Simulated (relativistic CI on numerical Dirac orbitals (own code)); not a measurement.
# Electric-dipole transitions in Zn V

Computed by Dirac-Coulomb-Breit CI, orbitals from a KLI potential per configuration, a model potential for QED, valence Slater integrals scaled by 0.85, P86 correlation energy added to each configuration (own radial code, finite nucleus).

Configurations in the expansion (outside the closed core [Ne]): 3s²3p⁶3d⁸, 3s²3p⁶3d⁷4s, 3s²3p⁶3d⁷4p, 3s²3p⁵3d⁹, 3s²3p⁶3d⁷4d, 3s²3p⁶3d⁷5s, 3s²3p⁶3d⁷5p, 3s²3p⁶3d⁶4s², 3s²3p⁶3d⁷4f, 3s²3p⁶3d⁷5d, 3s²3p⁶3d⁷6s, 3s²3p⁶3d⁷6p, 3s²3p⁶3d⁶4s4p, 3s²3p⁶3d⁷5f, 3s²3p⁶3d⁷5g, 3s²3p⁶3d⁷6d, 3s²3p⁴3d¹⁰, 3s3p⁶3d⁹, 3s²3p⁶3d⁶4p², 3s²3p⁶3d⁶4s4d. Levels of other configurations are missing.

```csv
λ vac (nm),Lower,Upper,A (s⁻¹),log gf,S velocity/length
31.216,3s²3p⁶3d⁸ ³F4 [1],3s²3p⁶3d⁷4p ³D°3 [109],5.83e+09,-0.22,0.92
31.634,3s²3p⁶3d⁸ ³F4 [1],3s²3p⁶3d⁷4p ³G°5 [97],5.75e+09,-0.02,0.98
31.671,3s²3p⁶3d⁸ ³F3 [2],3s²3p⁶3d⁷4p ³G°4 [104],6.10e+09,-0.08,0.98
33.550,3s²3p⁶3d⁸ ¹G4 [8],3s²3p⁶3d⁷4p ¹G°4 [127],1.35e+10,0.31,0.86
34.060,3s²3p⁶3d⁸ ³F4 [1],3s²3p⁶3d⁷4p ³F°4 [64],4.48e+09,-0.15,0.86
82.333,3s²3p⁶3d⁷4p ⁵F°5 [45],3s²3p⁶3d⁷4d ⁵G6 [160],3.59e+09,0.68,0.97
83.123,3s²3p⁶3d⁷4p ³I°5 [102],3s²3p⁶3d⁷4d ³K6 [249],6.03e+09,0.91,0.98
83.175,3s²3p⁶3d⁷4p ³H°5 [73],3s²3p⁶3d⁷4d ³I6 [205],5.61e+09,0.88,0.97
83.326,3s²3p⁶3d⁷4p ⁵F°5 [45],3s²3p⁶3d⁷4d ⁵F5 [158],3.63e+09,0.62,0.98
83.355,3s²3p⁶3d⁷4p ³I°6 [100],3s²3p⁶3d⁷4d ³K7 [239],6.02e+09,0.97,0.98
83.577,3s²3p⁶3d⁷4p ⁵G°4 [57],3s²3p⁶3d⁷4d ⁵H5 [173],5.40e+09,0.79,0.97
83.927,3s²3p⁶3d⁷4p ⁵G°5 [54],3s²3p⁶3d⁷4d ⁵H6 [167],5.86e+09,0.91,0.97
84.267,3s²3p⁶3d⁷4p ⁵G°6 [53],3s²3p⁶3d⁷4d ⁵H7 [163],6.16e+09,0.99,0.97
84.457,3s²3p⁶3d⁷4p ³I°7 [103],3s²3p⁶3d⁷4d ³K8 [238],6.15e+09,1.05,0.98
84.527,3s²3p⁶3d⁷4p ³H°6 [80],3s²3p⁶3d⁷4d ³I7 [204],6.07e+09,0.99,0.97
84.990,3s²3p⁶3d⁷4p ¹I°6 [114],3s²3p⁶3d⁷4d ¹K7 [253],5.89e+09,0.98,0.98
84.993,3s²3p⁶3d⁷4p ⁵D°4 [81],3s²3p⁶3d⁷4d ⁵F5 [200],5.56e+09,0.82,0.96
84.994,3s²3p⁶3d⁷4p ¹H°5 [89],3s²3p⁶3d⁷4d ¹I6 [220],5.79e+09,0.91,0.96
85.286,3s²3p⁶3d⁷4p ³G°5 [63],3s²3p⁶3d⁷4d ³H6 [176],5.80e+09,0.92,0.96
85.593,3s²3p⁶3d⁷4p ³G°4 [65],3s²3p⁶3d⁷4d ³H5 [186],5.85e+09,0.85,0.95
108.76,3s²3p⁶3d⁷4s ¹H5 [37],3s²3p⁶3d⁷4p ¹H°5 [130],1.71e+09,0.52,0.91
109.94,3s²3p⁶3d⁷4s ³H6 [28],3s²3p⁶3d⁷4p ³H°6 [119],1.55e+09,0.56,0.93
110.24,3s²3p⁶3d⁷4s ³H5 [30],3s²3p⁶3d⁷4p ³H°5 [121],1.57e+09,0.50,0.92
112.33,3s²3p⁶3d⁷4s ⁵P3 [18],3s²3p⁶3d⁷4p ⁵D°4 [81],1.50e+09,0.41,0.95
112.75,3s²3p⁶3d⁷4s ⁵F5 [10],3s²3p⁶3d⁷4p ⁵G°6 [53],1.66e+09,0.61,0.97
112.96,3s²3p⁶3d⁷4s ³G5 [21],3s²3p⁶3d⁷4p ³G°5 [85],1.15e+09,0.39,0.93
114.22,3s²3p⁶3d⁷4s ⁵F4 [11],3s²3p⁶3d⁷4p ⁵G°5 [54],1.43e+09,0.49,0.97
114.69,3s²3p⁶3d⁷4s ⁵F3 [12],3s²3p⁶3d⁷4p ⁵G°4 [57],1.47e+09,0.42,0.96
115.11,3s²3p⁶3d⁷4s ⁵F2 [13],3s²3p⁶3d⁷4p ⁵G°3 [59],1.44e+09,0.30,0.96
115.84,3s²3p⁶3d⁷4s ⁵F3 [12],3s²3p⁶3d⁷4p ⁵D°3 [55],1.12e+09,0.20,0.93
116.17,3s²3p⁶3d⁷4s ³G5 [21],3s²3p⁶3d⁷4p ³H°6 [80],1.52e+09,0.60,0.99
116.46,3s²3p⁶3d⁷4s ⁵F4 [11],3s²3p⁶3d⁷4p ⁵D°4 [50],1.16e+09,0.33,0.93
117.46,3s²3p⁶3d⁷4s ³H6 [28],3s²3p⁶3d⁷4p ³I°7 [103],1.51e+09,0.67,1.00
117.86,3s²3p⁶3d⁷4s ³F4 [15],3s²3p⁶3d⁷4p ³F°4 [64],1.36e+09,0.41,0.91
118.04,3s²3p⁶3d⁷4s ⁵F5 [10],3s²3p⁶3d⁷4p ⁵F°5 [45],1.43e+09,0.52,0.93
118.15,3s²3p⁶3d⁷4s ⁵F5 [10],3s²3p⁶3d⁷4p ⁵F°4 [44],1.08e+09,0.31,0.90
118.17,3s²3p⁶3d⁷4s ⁵F4 [11],3s²3p⁶3d⁷4p ⁵F°3 [49],1.04e+09,0.18,0.91
118.42,3s²3p⁶3d⁷4s ¹G4 [24],3s²3p⁶3d⁷4p ¹H°5 [89],1.23e+09,0.45,0.98
118.81,3s²3p⁶3d⁷4s ³F3 [16],3s²3p⁶3d⁷4p ³G°4 [65],1.33e+09,0.40,0.96
119.12,3s²3p⁶3d⁷4s ³F4 [15],3s²3p⁶3d⁷4p ³G°5 [63],1.25e+09,0.46,0.96
119.83,3s²3p⁶3d⁷4s ³G4 [22],3s²3p⁶3d⁷4p ³H°5 [73],9.38e+08,0.35,0.99
120.29,3s²3p⁶3d⁷4s ³H6 [28],3s²3p⁶3d⁷4p ³G°5 [97],1.30e+09,0.49,0.87
120.63,3s²3p⁶3d⁷4s ¹H5 [37],3s²3p⁶3d⁷4p ¹I°6 [114],1.20e+09,0.53,0.99
120.80,3s²3p⁶3d⁷4s ³H4 [32],3s²3p⁶3d⁷4p ³I°5 [102],1.26e+09,0.48,0.99
120.86,3s²3p⁶3d⁷4s ³H5 [30],3s²3p⁶3d⁷4p ³I°6 [100],1.07e+09,0.49,1.00
```

Terms are leading LS components. Brackets give the number of a level in order of energy, since labels repeat. The list gives strong lines, with weight on those to low levels, among the lowest 400 of 3008 levels, so that lines to higher ones, which can be the strongest, are missing. Levels whose partners in the same complex of configurations lie outside the list can be far off, and so can their lines. Rates are taken at the computed energies, electric ones in the length gauge. A velocity-to-length ratio far from 1 marks an uncertain rate.

At this charge configurations can still be misplaced by up to about 7 % of their energy. 58 of the 63 excited levels that our extract of the measured tables holds in this range could be paired (the sources list more); they are missed by 895 cm⁻¹ on average and 7415 at most, and levels without a partner can miss by more.

LS names give the leading component of a level, which can be under half, so a name can repeat, a term be missing and a line seem to break the LS rules.
